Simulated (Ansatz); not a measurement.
```yaml
crystal:
  periodic: [false, false, false]
  atoms:
    - {symbol: O, position_ang: [1.207901, -1.480440, 0.622171]}
    - {symbol: C, position_ang: [0.729319, -0.764954, 0.369820]}
    - {symbol: N, position_ang: [0.202943, -0.287121, 0.127751]}
    - {symbol: Al, position_ang: [-0.416208, 0.507897, -0.259303]}
    - {symbol: F, position_ang: [-0.835214, 0.493014, -1.389053]}
    - {symbol: F, position_ang: [-0.706052, 1.447478, 0.320709]}
basis:
  gaussian: {orbitals: cc-pVTZ-DK}
hamiltonian: {xc: {name: r2SCANh}, dispersion: d3bj}
output: {forces: true}
```

```sh
$ ansatz run in.yaml --threads 2 --pin off --events-out ev --progress --plain --max-ram 32768MiB --backend cpu
```

Output, abridged:

```
Warning: the engine holds no damping parameters fitted to this dispersion correction and functional, so the run takes those fitted to r2scanh beside the three-body term, which d3bj leaves out (hamiltonian.dispersion, under Limitations)
Functional definition: r2SCANh
1072 factors; their error is unknown
mean field evaluation 1: about -16521.3184 eV, gradient 1.5e2 eV
mean field evaluation 2: about -16481.0865 eV, gradient 1.9e2 eV
mean field evaluation 4: about -16547.8901 eV, gradient 2.1e1 eV
mean field evaluation 8: about -16548.4930 eV, gradient 6.1e-2 eV
mean field evaluation 16: about -16548.4975 eV, gradient 7.1e-5 eV
mean field -16548.49753775 eV, -608.1460675380 hartree, gradient 1.2e-5 eV, S^2 0.000000; 0 other end points of the search recorded, 0 dependent functions left out
reference -16548.49755207 eV, -608.1460680639 hartree; 26, 26 occupied and 158, 158 virtual orbitals, 1072 factors
Total energy: -16548.52770596 eV, -608.1471761990 hartree
Relativity: scalar
Atom 0 at     1.207901    -1.480440     0.622171 Å, force    44.500516   -59.808409    22.648981 eV/Å
Atom 1 at     0.729319    -0.764954     0.369820 Å, force   103.804459   -81.198375    46.227522 eV/Å
Atom 2 at     0.202943    -0.287121     0.127751 Å, force   -83.555496    58.200370   -28.179262 eV/Å
Atom 3 at    -0.416208     0.507897    -0.259303 Å, force   -27.099297    21.247720   -29.355861 eV/Å
Atom 4 at    -0.835214     0.493014    -1.389053 Å, force   -18.588439    -1.107114   -50.760138 eV/Å
Atom 5 at    -0.706052     1.447478     0.320709 Å, force   -19.061743    62.665808    39.418758 eV/Å
Dipole moment:    -0.009220     0.097539     0.045664 e Å
```

Something in this input is off. What?

The geometry is squeezed to about two thirds of its size. The calculation finished and met its thresholds. The result belongs to that input, not to the molecule as meant.
